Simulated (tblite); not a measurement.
Species: C4H11FOSi.
Atom-mapped SMILES: `[CH3:1][CH:2]([CH3:3])[O:4][Si@H:5]([CH3:6])[F:7]` (hydrogens: H8, H9, H10 on C1; H11 on C2; H12, H13, H14 on C3; H15 on Si5; H16, H17, H18 on C6)

A start from a force field or distance geometry was refined with tblite 0.8.0, GFN2-xTB geometry optimisation, gas phase. Values at the start:

| coordinate | start |
| --- | --- |
| C1–C2 | 1.490 Å |
| C1–H8 | 1.119 Å |
| C2–C3 | 1.514 Å |
| C2–O4 | 1.395 Å |
| C2–H11 | 1.121 Å |
| C3–H12 | 1.115 Å |
| O4–Si5 | 1.712 Å |
| Si5–C6 | 1.862 Å |
| Si5–F7 | 1.705 Å |
| Si5–H15 | 1.465 Å |
| C6–H16 | 1.120 Å |
| C1–C2–C3 | 109.8° |
| C1–C2–O4 | 114.1° |
| C2–O4–Si5 | 112.3° |
| C3–C2–O4 | 107.6° |
| O4–Si5–C6 | 109.9° |
| O4–Si5–F7 | 111.1° |
| C6–Si5–F7 | 108.0° |
| C1–C2–O4–Si5 | 123° |
| C2–O4–Si5–C6 | -140° |

Q: How do these coordinates change at the GFN2-xTB level?

A: 
```json
{"coordinate": "O4–Si5", "GFN2-xTB (Å or °)": "1.605", "change": "-0.107"}
{"coordinate": "Si5–F7", "GFN2-xTB (Å or °)": "1.622", "change": "-0.083"}
{"coordinate": "C6–H16", "GFN2-xTB (Å or °)": "1.085", "change": "-0.035"}
{"coordinate": "C1–C2", "GFN2-xTB (Å or °)": "1.525", "change": "+0.035"}
{"coordinate": "C1–H8", "GFN2-xTB (Å or °)": "1.086", "change": "-0.033"}
{"coordinate": "C3–H12", "GFN2-xTB (Å or °)": "1.087", "change": "-0.028"}
{"coordinate": "C2–H11", "GFN2-xTB (Å or °)": "1.099", "change": "-0.022"}
{"coordinate": "Si5–C6", "GFN2-xTB (Å or °)": "1.883", "change": "+0.021"}
{"coordinate": "C2–O4", "GFN2-xTB (Å or °)": "1.412", "change": "+0.017"}
{"coordinate": "C2–C3", "GFN2-xTB (Å or °)": "1.524", "change": "+0.010"}
{"coordinate": "Si5–H15", "GFN2-xTB (Å or °)": "1.457", "change": "-0.008"}
{"coordinate": "C2–O4–Si5", "GFN2-xTB (Å or °)": "132.3", "change": "+20.0"}
{"coordinate": "C1–C2–O4", "GFN2-xTB (Å or °)": "107.8", "change": "-6.3"}
{"coordinate": "O4–Si5–C6", "GFN2-xTB (Å or °)": "105.1", "change": "-4.8"}
{"coordinate": "C3–C2–O4", "GFN2-xTB (Å or °)": "110.2", "change": "+2.6"}
{"coordinate": "C1–C2–C3", "GFN2-xTB (Å or °)": "111.7", "change": "+1.9"}
{"coordinate": "C6–Si5–F7", "GFN2-xTB (Å or °)": "109.1", "change": "+1.1"}
{"coordinate": "O4–Si5–F7", "GFN2-xTB (Å or °)": "110.1", "change": "-1.0"}
{"coordinate": "C2–O4–Si5–C6", "GFN2-xTB (Å or °)": "177", "change": "-43"}
{"coordinate": "C1–C2–O4–Si5", "GFN2-xTB (Å or °)": "159", "change": "+36"}
```

The energy falls by 89.2 kJ/mol over 86 L-BFGS steps, the largest force on an atom goes from 3.05 to 0.009 eV/Å, and the atoms move by 0.568 Å rms after alignment. The bond that changes most is O4–Si5 (silyl ether oxygen to fluorine-bound silicon), which shortens by 0.107 Å. Bonds longer at the end by more than 0.005 Å: 4 of 17; shorter: 12. Among the dihedrals that turn most is O4–C2–C3–H13, from 8° to 59°. Rotational constants go from 3536, 1254, 1004 to 3547, 1304, 1052 MHz.

Its GFN2-xTB frequencies are all real (lowest 20 cm⁻¹). The numbers are those of one conformer. 3 starts were optimised and ended at 0.00, 0.18 and 1.03 kcal/mol (GFN2-xTB); the lowest of these is shown.

The numbers are calculated, not measured.
